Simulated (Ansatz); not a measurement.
Consider the ligand exchange at the Hf–C bond: `C#[C][Hf]([OH])([OH])[OH]` + H₂Se → `[OH][Hf]([OH])([OH])[SeH]` + `C#C`.

Computed with Ansatz on PBE0-D4/def2-TZVP structures; ΔE is electronic, products minus reactants. CBS: MP2 limit from def2 TZ/QZ plus the TZ coupled-cluster correction, frozen cores. This one scheme is used for every species. DFT in def2-TZVPP. B3LYP here is the variant with VWN-RPA as its local correlation; programs differ in this. def2 core potentials past Kr. For Hf, Se outer-core shells are correlated without core-valence functions, which leaves a few kJ/mol of doubt a bond. Scalar relativity is left out up to krypton. Each species was taken in one conformer, which may not be the lowest.

**Question.** Is it downhill or uphill in electronic energy at CCSD(T)/CBS, and by how much? (Best estimate.)

**Answer.** The calculation gave: Downhill: ΔE = -69.4 kJ/mol.

**Question.** What do these levels give: B97M-V, r2SCANh-D4, CAM-B3LYP-D4, B3LYP, CAM-B3LYP, RPA@PBE/def2-TZVPP, HF/def2-TZVPP, SCS-MP2/def2-TZVPP, CCSD/def2-TZVPP, MP2/def2-QZVPP, SCS-MP2/def2-QZVPP, CCSD/CBS(def2)? (Best estimate.)

**Answer.** The calculation gave: B97M-V -58.9, r2SCANh-D4 -69.3, CAM-B3LYP-D4 -65.7, B3LYP -63.9, CAM-B3LYP -64.5, RPA@PBE/def2-TZVPP -55.5, HF/def2-TZVPP -67.2, SCS-MP2/def2-TZVPP -63.9, CCSD/def2-TZVPP -64.0, MP2/def2-QZVPP -71.7, SCS-MP2/def2-QZVPP -66.7, CCSD/CBS(def2) -69.7 kJ/mol.

Largest T1 diagnostic among the species: 0.016.

From PBE to PBE0 (25 % exact exchange), in def2-TZVPP and without D4, ΔE moves by −3.7 kJ/mol. At CCSD(T), def2-SVP lies +8.8 kJ/mol from the extrapolated value and def2-TZVPP +5.7 kJ/mol. Leaving LDA and LC-ωPBE aside and taking each functional with its dispersion term where it has one, the values, not all of them listed here, spread over 12.3 kJ/mol, from r2SCAN0-D4 to B97M-V. LDA lies −5.7 kJ/mol from PBE without D4.
